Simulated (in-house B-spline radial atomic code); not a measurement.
## Binding energies in C

NIST's tabulated ground configuration is [He] 2s2 2p2; each binding energy is the energy of the ion with one electron taken from that subshell, relaxed, less that of the parent. Method: Dirac-Hartree-Fock, average of configuration, Fermi nucleus of rms radius 2.4702 fm. Calculated with a radial B-spline atomic code at the basis-set limit. Energies include first-order Breit, QED and recoil terms.

```
subshell  X-ray name  binding energy (eV)  -ε (eV)  relaxation (eV)
      1s           K                  297    308.7             11.6
      2s          L1                18.03    19.39             1.36
      2p        L2,3                   10    11.07             1.07
```

Relaxation = -ε minus the binding energy without Breit, QED and recoil terms.

(1) What does it cost to remove two 2p electrons?

(2) What does it cost to remove both a 1s and a 2p electron?

(3) What does it cost to remove both a 2s and a 2p electron?

## Answers

(1) 34.037 eV, which is 14.05 eV more than the two single binding energies together.

(2) 325.71 eV, which is 18.74 eV more than the two single binding energies together.

(3) 40.658 eV, which is 12.63 eV more than the two single binding energies together.
